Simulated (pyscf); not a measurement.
PySCF, gas phase, ωB97X-D3(BJ)/def2-SVP geometries.

### Question
How much does it cost (ΔH, 298 K, ωB97M-D3(BJ)/def2-TZVP) to split H₃Ge–Te–SbH₂ (SMILES [GeH3][Te][SbH2]) at its Ge–Te bond into GeH₃• + H₂Sb–Te•?

### Answer
Ge–Te to GeH₃• + H₂Sb–Te•: 57.9 kcal/mol. The 7 functionals that were run give +52.5 (M06-2X) to +69.5 kcal/mol (ωB97X-D3(BJ)/def2-TZVP). Other isomers of H₂Sb–Te• were not searched in full and may lie lower. Elements up to Kr have no core potential and no relativistic terms here. Elements past Kr carry the def2 core potentials, without spin-orbit coupling.
